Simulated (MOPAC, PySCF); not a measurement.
C4H4O, SMILES `C(=O)C=C=C` (C–C–C–O torsion 180°), neutral singlet in the gas phase. 

Cartesian coordinates (Å):
SMILES: C=C=CC=O
```xyz
9

C      1.8461    -0.1954     0.1255
C      0.6337    -0.3080    -0.3179
C     -0.6039    -0.3862    -0.7387
C     -1.6382     0.5363    -0.2359
O     -2.7916     0.5057    -0.5913
H      2.1769    -0.7432     1.0004
H      2.5682     0.4429    -0.3707
H     -0.9116    -1.1281    -1.4680
H     -1.2795     1.2759     0.5062
```
Charge 0, multiplicity 1.

All levels are single points at this geometry (B3LYP-D3(BJ)/def2-TZVP); Pople sets use spherical d functions. Orbital energies aren't observables, and empty levels follow the basis.

```tsv
level	HOMO (eV)	LUMO (eV)	gap (eV)	dipole (D)	vertical IE, Delta-SCF (eV)
PBE-D3(BJ)/def2-TZVP in PySCF	-5.92	-2.68	3.24	3.54	–
ωB97X-D3(BJ)/def2-TZVP in PySCF	-10.04	0.52	10.56	3.73	–
B3LYP/6-311+G** in PySCF	-7.35	-1.98	5.37	3.87	–
B3LYP/6-31G* in PySCF	-6.91	-1.52	5.39	3.50	9.44
BP86/6-31G* in PySCF	-5.65	-2.41	3.24	3.36	–
M06-2X/6-31G* in PySCF	-8.79	-0.37	8.42	3.52	–
SVWN5/6-31G* in PySCF	-5.62	-2.51	3.11	3.44	9.28
HF/6-31G* in PySCF	-10.64	2.69	13.33	4.08	–
HF/STO-3G in PySCF	-8.52	6.13	14.65	2.24	–
AM1 in MOPAC	-10.33	-0.12	10.21	3.20	–
PM3 in MOPAC	-10.36	-0.23	10.13	3.10	–
PM6 in MOPAC	-10.15	-0.48	9.67	3.88	–
PM7 in MOPAC	-10.18	-0.43	9.75	3.67	–
```
